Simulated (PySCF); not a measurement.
# What a mistake does to a calculation on BCGeH5O

All numbers below are calculated, not measured. The program is PySCF 2.14.0, an open-source quantum chemistry code, run on an isolated molecule that a program drew, which may never have been made. The molecule is BCGeH5O (charge 0, singlet), drawn as the SMILES string `OB[CH2][GeH]`.

Each row is a Hartree-Fock (HF) and frozen-core CCSD(T) single point in the cc-pVDZ basis, meant for a local HF minimum. Run 1 is clean. Each other run has one planted mistake out of seven kinds, and not every kind appears here: one electron removed, one electron added, multiplicity raised by two, geometry at a saddle point, minimal basis STO-3G, one bond length entered in bohr, all coordinates scaled. The reference is restricted for singlets and unrestricted otherwise, and also for a bond in bohr. Adding or removing an electron swaps singlet and doublet. Electrons count all cores. HOMO and LUMO are orbital energies over both spins, the gradient is its largest component, and the lowest frequency (negative if imaginary) is given only where the gradient is small. Bond lengths are over the 8 bonds as drawn. T1 is the CCSD diagnostic: over 0.02 (restricted) or 0.045 (unrestricted) a single reference is doubtful. Germanium has the cc-pVDZ-PP basis, with a core potential (ECP10MDF) in place of its 10 inner electrons, and its 3s, 3p and 3d shells are frozen in CCSD(T).

Geometry of the clean run:
```xyz
9
BCGeH5O, angstrom
O    -1.2905    0.2805    1.3305
B    -1.3043   -0.7707    0.4728
C    -0.0196   -1.5805    0.0773
Ge    0.1557   -3.3383    1.0498
H    -0.4285    0.5251    1.6319
H    -2.3873   -1.0800    0.0547
H    -0.1169   -1.9227   -0.9643
H     0.9198   -1.0296    0.1815
H    -1.3101   -3.8424    0.7102
```

```
run,electrons,basis functions,<S^2>,HOMO (eV),LUMO (eV),gradient (hartree/bohr),lowest frequency (cm^-1),mean bond (Å),longest bond (Å),T1,HF (hartree),CCSD(T) (hartree),mistake
1,56,90,0.000,-8.78,0.48,2.1e-05,74,1.3589,2.017,0.0148,-433.73150,-434.28430,no fault
2,56,90,2.006,-7.69,-0.24,3.4e-02,-,1.3589,2.017,0.0163,-433.69464,-434.22970,multiplicity raised by two
3,56,90,0.981,-8.56,0.37,2.2e-02,-,1.5098,2.564,0.0680,-433.55409,-434.08633,?
4,55,90,0.775,-16.84,-6.97,4.3e-02,-,1.3589,2.017,0.0213,-433.44310,-433.97051,?
```

**Which mistake was planted in run 3, and what did it cost?**

The mean bond changes by a factor of 1.111 and the longest by 1.271, so the molecule wasn't scaled as a whole. A length L in bohr read as angstrom grows by (1/0.5292 - 1) L = 0.890 L. The 8 bonds together grew by 8 x 0.1509 = 1.207 Å, which gives L = 1.357 Å. That is bond O1-B2, 1.357 Å in the clean geometry. So the mistake is: one bond length entered in bohr. Subtracting run 1 and multiplying by 627.51 kcal/mol a hartree, the energy moved by 111.3 kcal/mol in HF and 124.2 kcal/mol in CCSD(T).

**Which mistake was planted in run 4, and what did it cost?**

It counts 55 electrons, one fewer than the clean run, at the same geometry and basis. So the mistake is: one electron removed. Subtracting run 1 and multiplying by 627.51 kcal/mol a hartree, the energy moved by 181.0 kcal/mol in HF and 196.9 kcal/mol in CCSD(T).

Cautions from the logs. Run 3: T1 is over the limit, so its CCSD(T) energy is less reliable.
